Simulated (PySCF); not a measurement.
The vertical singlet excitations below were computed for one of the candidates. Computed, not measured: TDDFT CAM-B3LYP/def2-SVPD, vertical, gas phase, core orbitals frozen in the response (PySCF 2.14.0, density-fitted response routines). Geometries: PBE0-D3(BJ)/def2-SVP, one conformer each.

| state | E (eV) | f | main configurations (H = HOMO, L = LUMO) |
| --- | --- | --- | --- |
| S1 | 6.76 | 0.022 | H→L (63%), H→L+3 (16%) |
| S2 | 7.21 | 0.0052 | H-3→L (41%), H-3→L+3 (24%) |
| S3 | 7.35 | 0.0019 | H-1→L (61%) |
| S4 | 7.56 | 0.0063 | H-2→L (26%), H→L+3 (13%), H-5→L (10%) |
| S5 | 7.68 | 0.0010 | H→L+1 (56%), H→L+2 (24%) |
| S6 | 8.02 | 0.020 | H-2→L (13%), H→L+3 (12%), H-1→L+2 (12%) |
| S7 | 8.08 | 0.0022 | H-1→L+2 (34%), H-1→L+1 (18%), H-1→L+4 (9%) |
| S8 | 8.15 | 0.0068 | H-3→L+1 (49%), H-3→L+2 (20%) |
| S9 | 8.23 | 0.034 | H-4→L (20%), H-2→L+2 (11%), H-6→L (10%) |
| S10 | 8.31 | 0.018 | H-2→L+2 (19%), H-6→L (8%) |

Triplets computed (Tamm–Dancoff): 6.12, 6.52, 7.07, 7.21 eV.

Orbital energies (eV): HOMO-3 -10.03, HOMO-2 -9.96, HOMO-1 -9.64, HOMO -9.48, LUMO 0.70, LUMO+1 1.33, LUMO+2 1.42.

Problem. Which candidate is it? All have the formula C4H11ClOSi2.
A. `ClC[SiH2]O[SiH2]C1CC1`
B. `[SiH3]C[Si@]1(Cl)CCCO1`
C. `[SiH3]O[Si]1(Cl)CCCC1`

Solution. A. Its S1, at 6.76 eV, is the lowest among the candidates; the nearest of the others has S1 at 7.25 eV. S1 is HOMO→LUMO (63%), HOMO→LUMO+3 (16%). Löwdin shares by element: HOMO chlorine 47%, carbon 20% or more, silicon 10% or more, oxygen 8%; LUMO silicon 32%, chlorine 16%, oxygen 9% (atoms not listed hold the other 43%). At the same level the other candidates give, for their lowest levels:
- `[SiH3]C[Si@]1(Cl)CCCO1`: 7.72 eV (f 0.003); 7.84 eV (f 0.087); 8.20 eV (f 0.035); 8.21 eV (f 0.157); 8.29 eV (f 0.003); T1 7.51 eV; HOMO -9.57, LUMO 0.91 eV
- `[SiH3]O[Si]1(Cl)CCCC1`: 7.25 eV (f 0.009); 7.55 eV (f 0.004); 7.71 eV (f 0.014); 7.89 eV (f 0.002); 8.02 eV (f 0.006); T1 7.00 eV; HOMO -9.21, LUMO 0.86 eV

The values belong to the conformer `[Cl:1][CH2:2][SiH2:3][O:4][SiH2:5][CH:6]1[CH2:7][CH2:8]1`: Cl1–C2–Si3–O4 180°, C2–Si3–O4–Si5 166°, Si3–O4–Si5–C6 132°, O4–Si5–C6–C7 152°.

Without π bonds the low states are Rydberg-like; a valence basis with one diffuse set may place them up to an eV too high.
